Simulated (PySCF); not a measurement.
## SeBr: a composite coupled-cluster calculation

State: ²Π, doublet, unpaired electrons π ↑. De refers to Se + Br. ROHF-based CCSD(T) in PySCF 2.14 with Se cc-pVTZ-PP with ECP10, Br cc-pVTZ-PP with ECP10 and Se cc-pVQZ-PP with ECP10, Br cc-pVQZ-PP with ECP10 (frozen core orbitals: 18; scalar-relativistic core potentials). Correlation energies are extrapolated as n⁻³ (n = 3, 4), Hartree–Fock as (n+1)·exp(−9√n).

```tsv
Level	Re (Å)	ωe (cm⁻¹)	ωexe (cm⁻¹)	αe (cm⁻¹)	De (eV)
CCSD(T)/TZ	2.2911	318.8	0.936	0.000301	2.190
CCSD(T)/QZ	2.2800	323.7	0.924	0.000299	2.346
HF/CBS	2.2770	334.6	0.697	0.000255	1.027
MP2/CBS	2.2580	337.5	0.819	0.000283	2.472
CCSD/CBS	2.2693	331.6	0.861	0.000287	2.260
CCSD(T)/CBS	2.2739	327.2	0.920	0.000297	2.446
```

Task: How much is left between CCSD(T)/QZ and the basis-set limit, and how much do the triples give at the limit?

Result: CCSD(T)/CBS less CCSD(T)/QZ: -6.1 mÅ in Re, +3.5 cm⁻¹ in ωe and +0.100 eV in De. CCSD(T)/CBS less CCSD/CBS: +4.6 mÅ in Re, -4.4 cm⁻¹ in ωe and +0.186 eV in De.

The T1 diagnostic is 0.024. The state was picked by a PBE0 search and need not be the measured ground state. Spin–orbit coupling, excitations beyond (T) and corrections to the Born–Oppenheimer picture are left out.

The whole job (state search and all basis sets along the bond) took about 6.7 min on 4 threads of Intel Xeon Platinum 8488C (shared host), peak memory 8.8 GiB.
